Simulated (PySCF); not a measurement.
# From a computed spectrum to the compound

A species of 5 atoms with charge 2 has these harmonic modes (PBE0, small Gaussian bases with core potentials, PySCF 2.14.0):

```csv
cm⁻¹,km/mol,symmetry
175,40.6,b2
200,45.8,b1
288,26.6,a1
1238,15.2,b2
1249,4.4,b1
1504,76.9,a1
1760,340.6,a1
3047,0.4,a1
3182,3.2,b2
```

Task: Which species is it, and in which structure?

Result: [Sm(H2CO)]2+ (singlet in the valence; each metal's 4f electrons, 6 of them, lie in its core potential, out of spins and levels):
```xyz
5

Sm    0.0000    0.0000   -0.4904
O     0.0000    0.0000    1.8706
C     0.0000    0.0000    3.1001
H     0.9542    0.0000    3.6631
H    -0.9542    0.0000    3.6631
```
Ideal gas at 298.15 K and 1 bar: S = 306.1 J/(mol K), Cp = 57.8 J/(mol K), H − H(0 K) = 14.2 kJ/mol (rigid rotor, harmonic modes, spin degeneracy alone, that of the 4f electrons in the core included). An lcecp potential fixes the number of 4f electrons, so in runs with it no electron can move into or out of that shell.
 This is one of several that fit.
